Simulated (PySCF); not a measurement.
All values below come from PySCF with B3LYP-D3(BJ)/def2-TZVP // PBE-D3(BJ)/def2-SVP. Isolated molecules, 0 K electronic values unless said otherwise. One relaxed conformer stands for a flexible species; it need not be the lowest. B3LYP has the VWN-RPA correlation part, as in Gaussian. 

Reference species: [Au(CO)(H)] (neutral, multiplicity 1).

```yaml
charge on the central atom (Mulliken): 0.14 e
coordination_number: 2
LUMO: -2.50 eV
HOMO–LUMO gap: 5.17 eV
```

Changed species: [Au(H2O)(Cl)] (L = H2O, X = Cl; the reference has L = CO, X = H).

Q: Give the shifts of the charge on the central atom (Mulliken), coordination number, LUMO and HOMO–LUMO gap.

A: the charge on the central atom (Mulliken) goes up by 0.09 e, to 0.23 e; the coordination number is nearly the same; the LUMO rises by 0.38 eV, to -2.12 eV; the HOMO–LUMO gap falls by 0.35 eV, to 4.82 eV.
